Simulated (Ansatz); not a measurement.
Geometry optimisation, Ansatz 0.2.0, RKS r2SCANh/def2-SVP.

input.yaml

```yaml
crystal:
  periodic: [false, false, false]
  atoms:
    - { symbol: B, position_ang: [-0.9875, -0.2382, -0.3865] }
    - { symbol: Si, position_ang: [1.2326, 0.0139, 0.0689] }
    - { symbol: H, position_ang: [-1.2077, 0.3138, -1.3924] }
    - { symbol: H, position_ang: [-1.2405, -1.3687, -0.2346] }
    - { symbol: H, position_ang: [-0.531, 0.4108, 0.5615] }
    - { symbol: Br, position_ang: [-2.3673, 0.8859, 1.1952] }
    - { symbol: H, position_ang: [1.6734, -0.8059, 1.1937] }
    - { symbol: H, position_ang: [1.7714, 1.3666, 0.1898] }
    - { symbol: H, position_ang: [1.6566, -0.5784, -1.1956] }
basis:
  gaussian: { orbitals: def2-SVP }
hamiltonian:
  xc: r2scanh
relax:
  f_tol: 0.15
  max_steps: 25
  restrain:
    - { distance: [0, 5], at: 2.04, k: 30.0 }
    - { distance: [4, 1], at: 1.42, k: 30.0 }
    - { distance: [0, 1], at: 3.25, k: 30.0 }
    - { distance: [4, 5], at: 2.81, k: 30.0 }
```

Launched with:

```bash
$ ansatz run input.yaml --threads 2 --pin off --max-ram 3072MiB --backend cpu --events-out ev --progress --plain --runs-dir out
```

Where does it end, and by what steps?

The forces met the threshold. The restraints hold the end off the free minimum. After 7 steps the energy has fallen by 0.972 eV (the restraints' own energy left out); B1 moved furthest, 0.71 Å. Parted: B1–H5 (1.24 → 1.91 Å). Joined: Si2–H5 (1.87 → 1.46 Å).

```
step  energy less start (eV)  largest force component (eV/Å)  accepted
   0                  0.0000                           1.464       yes
   1                 -0.3232                           1.838       yes
   2                 -0.5382                           2.039       yes
   3                 -0.5833                           1.436       yes
   4                 -0.6469                           2.980       yes
   5                 -0.8269                           1.700       yes
   6                 -0.9575                           1.259       yes
   7                 -0.9723                           0.983       yes
```

```xyz
9
Properties=species:S:1:pos:R:3
B -1.696 -0.213 -0.380
Si 1.485 0.085 0.183
H -1.522 0.361 -1.417
H -1.551 -1.390 -0.213
H 0.039 0.213 0.288
Br -2.598 0.805 1.082
H 1.955 -0.770 1.305
H 2.074 1.447 0.278
H 1.814 -0.539 -1.126
```

Time of the run: 27 s on 2 threads of Intel(R) Xeon(R) Platinum 8375C CPU @ 2.90GHz (Ice Lake) (shared host), peak memory 0.24 GiB.
